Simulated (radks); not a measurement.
Results of a calculation; reference values are marked as such.
Charge is removed step by step from the 3p3/2 level of the scandium ion Sc+, starting from [Ne] 3s2 3p(1/2: 2, 3/2: 4) 3d1 4s1. Code: a radial shooting solver on a logarithmic mesh with Libxc functionals. Model: Dirac Kohn-Sham, LDA (Slater exchange, Perdew-Wang correlation), spin-unpolarised, spherical densities, finite nucleus; open shells fill j = l - 1/2 first; Fermi nuclear charge, rms radius 3.5459 fm.

| removed (e) | E - E(0) (eV) | eigenvalue (eV) | E minus straight line (eV) |
|---|---|---|---|
| 0 | 0.000 | -40.453 | 0.000 |
| 0.25 | 10.565 | -44.099 | -1.432 |
| 0.5 | 22.062 | -47.900 | -1.932 |
| 0.75 | 34.526 | -51.833 | -1.465 |
| 1 | 47.989 | -55.884 | 0.000 |

Removing the whole electron costs 47.989 eV by Delta-SCF, against 40.453 eV from minus the eigenvalue at the starting occupation. Slater's transition state (half an electron removed) gives 47.900 eV. Integrating minus the eigenvalue over the occupation (Janak's theorem) gives 47.989 eV. The mean slope of the eigenvalue, de/dn, is 15.4 eV per electron.
